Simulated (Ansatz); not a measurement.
Start from `C[O][GeH2][GaH2]` and change one element to get `[BH2][GeH2][O]C`.

Ansatz, PBE0-D4/def2-TZVP geometries, multiplicity 1. Each molecule was computed in one conformer, which needn't be the lowest.

Scalar relativity is left out up to krypton.

```tsv
property	`C[O][GeH2][GaH2]`
LUMO energy (PBE0/def2-TZVPP) / eV	-2.21
HOMO–LUMO gap (B3LYP/def2-TZVPP) / eV	4.42
HOMO energy (B3LYP/def2-TZVPP) / eV	-6.89
HOMO energy (PBE/def2-TZVPP) / eV	-5.80
HOMO–LUMO gap (PBE/def2-TZVPP) / eV	2.82
LUMO energy (B3LYP/def2-TZVPP) / eV	-2.47
```

(1) Give the same properties after the change, and the shifts. (Estimate.)

Results:

(1) The calculation gave: 
```tsv
property	`[BH2][GeH2][O]C`	shift
LUMO energy (PBE0/def2-TZVPP) / eV	-2.54	-0.33
HOMO–LUMO gap (B3LYP/def2-TZVPP) / eV	4.61	0.19
HOMO energy (B3LYP/def2-TZVPP) / eV	-7.36	-0.47
HOMO energy (PBE/def2-TZVPP) / eV	-6.06	-0.26
HOMO–LUMO gap (PBE/def2-TZVPP) / eV	2.51	-0.31
LUMO energy (B3LYP/def2-TZVPP) / eV	-2.75	-0.28
```

With PBE0 the HOMO falls by 0.50 eV and the LUMO falls by 0.33 eV, so the gap widens by about 0.17 eV. PBE moves the HOMO by -0.26 eV and ωB97M-V by -0.77 eV.

B3LYP here is the variant with VWN-RPA as its local correlation; programs differ in this.
